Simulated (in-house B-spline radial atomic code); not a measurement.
## Binding energies in the caesium ion Cs¹¹⁺

NIST's tabulated ground configuration is [Kr] 4d8; each binding energy is the energy of the ion with one electron taken from that subshell, relaxed, less that of the parent. Computed with an all-electron radial atomic-structure program (B-spline basis): Dirac-Hartree-Fock, average of configuration, Fermi nucleus of rms radius 4.8041 fm. Energies include first-order Breit, QED and recoil terms.

```csv
subshell,X-ray name,binding energy (eV),-ε (eV),relaxation (eV)
1s,K,36192.5,36385.2,61.5
2s,L1,5928.9,5973.2,30.1
2p1/2,L2,5568.6,5616.2,33.8
2p3/2,L3,5220.7,5262.5,32.3
3s,M1,1422.9,1435.8,10.3
3p1/2,M2,1272.7,1285.8,10.9
3p3/2,M3,1204.4,1216.1,10.3
4s,N1,429.8,432.2,1.9
4p1/2,N2,372.5,374.8,1.8
4p3/2,N3,357.8,359.7,1.7
4d,"N4,5",263.4,264.8,1.4
```

Relaxation = -ε minus the binding energy without Breit, QED and recoil terms.

Emission lines follow as differences of binding energies, with λ = 12398.42 eV·Å / E:

```csv
line,holes,energy (eV),wavelength (Å)
K-L3,1s → 2p3/2,30971.8,0.40031
K-L2,1s → 2p1/2,30623.9,0.40486
K-M3,1s → 3p3/2,34988.1,0.35436
L1-M3,2s → 3p3/2,4724.5,2.6243
L3-M1,2p3/2 → 3s,3797.8,3.2646
```

Q: What screening constant σ does Moseley's law, E = (3/4)·13.6057 eV·(Z - σ)², need for K-L3?

A: σ = -0.09.

Moseley's non-relativistic formula needs a falling, then negative, screening constant for heavy elements, because relativity binds the 1s electron more strongly than the formula allows.

Q: What does it cost to remove both a 4s and a 4d electron?

A: 721.88 eV, which is 28.69 eV more than the two single binding energies together.

Q: What does it cost to remove both a 4p1/2 and a 4d electron?

A: 663.88 eV, which is 27.98 eV more than the two single binding energies together.

Q: What does it cost to remove two 1s electrons?

A: 73310 eV, which is 924.8 eV more than the two single binding energies together.
